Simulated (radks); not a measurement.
The numbers below are computed, except where a source is named.
Question: Ru III, configuration [Kr] 4d5 5p1 (not the ground configuration). Level of theory: scalar-relativistic Kohn-Sham, SCAN, spin-polarised, spherical densities, finite nucleus; open shells are filled with parallel spins first (spin-orbit coupling, left out, can overturn this in heavy ions); meta-GGA in the generalised Kohn-Sham scheme; Fermi nuclear charge, rms radius 4.4809 fm (a radial shooting solver on a logarithmic mesh with Libxc functionals). Some entries of the table are withheld. Estimate them.

| orbital | occ. | eigenvalue (Ry) | <r^2> (bohr^2) |
|---|---|---|---|
| 1s up | 1 | -1617.623 | 0.001510 |
| 1s down | 1 | -1617.621 | 0.001510 |
| 2s up | 1 | -235.3039 | 0.02498 |
| 2s down | 1 | -235.2349 | 0.02498 |
| 2p up | 3 | -210.6938 | 0.01970 |
| 2p down | 3 | -210.6388 | 0.01969 |
| 3s up | 1 | -43.45143 | 0.1846 |
| 3s down | 1 | -43.42197 | 0.1846 |
| 3p up | 3 | -35.29051 | 0.1882 |
| 3p down | 3 | -35.25278 | 0.1882 |
| 3d up | 5 | (1) | (2) |
| 3d down | 5 | (3) | (4) |
| 4s up | 1 | -7.81822 | 1.168 |
| 4s down | 1 | -7.45448 | 1.154 |
| 4p up | 3 | -5.53241 | 1.416 |
| 4p down | 3 | -5.14260 | 1.396 |
| 4d up | 5 | -2.25177 | 2.491 |
| 5p up | 1 | -1.17176 | 10.81 |

Answer: 
(1) 3d up eigenvalue (Ry): -22.23773
(2) 3d up <r^2> (bohr^2): 0.1767
(3) 3d down eigenvalue (Ry): -22.16941
(4) 3d down <r^2> (bohr^2): 0.1765
